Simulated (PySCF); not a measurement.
[Ni(H2O)6]2+ holds Ni(II), d8, at total charge +2. The structure is a PBE0-D3(BJ)/def2-SVP, IEF-PCM water geometry optimised for multiplicity 3; coordination octahedral, point group C1, metal–donor distances 2.04–2.06 Å.

Method (PySCF 2.14, density fitting): CASSCF(8,5) with orbitals averaged over all microstates of the shell, strongly contracted NEVPT2 on the averaged canonical orbitals; basis x2c-TZVPall on the metal, x2c-SVPall elsewhere; spin-free X2C; IEF-PCM water; spin-orbit coupling by state interaction with the mean-field operator over all roots.

CASSCF energies above the lowest CASSCF root:

```tsv
state	CASSCF / cm⁻¹
3A2g-like	0
3T2g-like	7241
3T2g-like	7347
3T2g-like	7394
3T1g-like	12498
3T1g-like	12629
3T1g-like	12850
1Eg-like	18720
1Eg-like	18728
1T2g-like	25011
1T2g-like	25167
1T2g-like	25247
3T1g-like	28265
3T1g-like	28616
3T1g-like	28766
1A1g-like	29672
1T1g-like	32067
1T1g-like	32124
1T1g-like	32218
1Eg-like	36639
1Eg-like	36732
1T2g-like	37335
```

Problem. How does dynamic correlation (SC-NEVPT2) move these states?

Solution. 
```csv
state,NEVPT2 / cm⁻¹,shift / cm⁻¹
3A2g-like,0,0
3T2g-like,9341,+2100
3T2g-like,9502,+2156
3T2g-like,9532,+2138
3T1g-like,15800,+3301
3T1g-like,15976,+3347
3T1g-like,16189,+3339
1Eg-like,16762,-1958
1Eg-like,16770,-1958
1T2g-like,25228,+217
1T2g-like,25404,+236
1T2g-like,25464,+217
3T1g-like,28360,+95
3T1g-like,28667,+51
3T1g-like,28867,+101
1A1g-like,28245,-1427
1T1g-like,31958,-109
1T1g-like,32005,-119
1T1g-like,32106,-113
1Eg-like,38256,+1617
1Eg-like,38396,+1664
1T2g-like,38930,+1595
```

NEVPT2 lifts 3T2g-like from 7347 to 9502 cm⁻¹; on the d shell alone it tends to overshoot states that fill the eg-type orbitals. The geometry optimisation stopped short of its thresholds.
